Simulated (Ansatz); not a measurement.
`C=C(N)I` + `OBS` → `C=C(N)SBO` + HI  (substitution at a C–I bond)

Gas-phase electronic energies from Ansatz, PBE0-D4/def2-TZVP geometries. CCSD(T)/CBS adds triple-zeta CCSD(T) − MP2 to the extrapolated MP2 energy (def2 sets, frozen cores). DFT in def2-TZVPP. def2 core potentials past Kr. For I outer-core shells are correlated without core-valence functions, which leaves a few kJ/mol of doubt a bond. Each species was taken in one conformer, which may not be the lowest.

`C=C(N)I`:

Z-matrix (Å, degrees):
```
C
C 1 1.329
H 1 1.078 2 121.9
H 1 1.086 2 119.8 3 -179.0
N 2 1.377 1 127.2 3 173.5
I 2 2.098 1 120.0 3 -2.2
H 5 1.007 2 116.0 1 147.9
H 5 1.010 2 114.3 1 13.5
```

`OBS`:

```xyz
6

O     1.380   -0.274   -0.501
B     0.099    0.133   -0.364
S    -0.847   -0.220    1.142
H     1.741   -0.755    0.248
H    -0.398    0.735   -1.266
H    -1.976    0.381    0.742
```

`C=C(N)SBO`:

Cartesian coordinates in Å:
```
C 0.235 1.669 -1.107
C 0.401 0.538 -0.425
N 0.295 -0.745 -0.984
S 0.718 0.566 1.317
B -0.455 -0.666 1.981
O -1.237 -1.461 1.237
H 0.108 1.657 -2.184
H 0.213 2.623 -0.601
H 0.203 -0.728 -1.991
H 1.047 -1.361 -0.701
H -0.485 -0.731 3.174
H -1.043 -1.361 0.285
```

HI:

Z-matrix (Å, degrees):
```
I
H 1 1.610
```

```csv
level,ΔE (kJ/mol),difference from CCSD(T)/CBS
PBE-D4,-27.9,-5.1
PBE0-D4,-28.9,-6.1
ωB97X-V,-27.5,-4.7
ωB97M-V,-27.7,-4.9
B2PLYP,-22.3,0.5
PBE0,-25.5,-2.7
MP2/def2-TZVPP,-22.7,0.1
CCSD/def2-TZVPP,-24.7,-1.9
HF/def2-QZVPP,-17.4,5.4
SCS-MP2/def2-QZVPP,-18.5,4.3
CCSD(T)/CBS,-22.8,0
```

Largest T1 diagnostic among the species: 0.013.

In def2-TZVPP, CCSD(T) changes the Hartree–Fock value by −7.8 kJ/mol (the triples alone add −1.7 kJ/mol) and MP2 by −4.2 kJ/mol. The D4 term adds −5.6 kJ/mol with B3LYP and −3.4 kJ/mol with PBE0; it sums over pairs of atoms, weighted by their polarisabilities, and B3LYP, whose exchange is more repulsive, gets the larger term.

B3LYP here is the variant with VWN-RPA as its local correlation; programs differ in this.
